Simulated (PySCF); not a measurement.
## Polarisability and C₆ of Br⁻ (bromine, charge -1)

[Kr], closed-shell 1S. Computed with PySCF 2.14 in aug-cc-pVDZ-PP with ECP10MDF (5s4p3d, 32 functions), with a scalar-relativistic core potential. Coupled (time-dependent) response in atomic units; α is the mean over directions. A double-zeta set is small for polarisabilities.

| method | mean α (bohr³) | C₆ (like pair) | S(−4) |
| --- | --- | --- | --- |
| UHF | 31.48 | 323.0 | 255.2 |
| PBE0 | 34.76 | 363.0 | 352.0 |
| TPSSh | 35.68 | 378.0 | 370.1 |
| M06-2X | 33.64 | 345.2 | 319.6 |

S(−4) is the Cauchy moment in α(ω) = α(0) + S(−4) ω² + …

α(iu) at M06-2X:

| u (hartree) | α(iu) (bohr³) |
| --- | --- |
| 0 | 33.64 |
| 0.0500 | 32.87 |
| 0.100 | 30.89 |
| 0.200 | 25.70 |
| 0.300 | 20.96 |
| 0.500 | 14.02 |
| 0.750 | 8.829 |
| 1.00 | 5.890 |
| 1.50 | 3.059 |
| 2.00 | 1.841 |
| 3.00 | 0.8686 |
| 5.00 | 0.3261 |

For an ion, C₆ is the dispersion term alone; charge-induced terms of lower order in 1/R come first.

Energies and moments cover only the electrons outside the core potential.
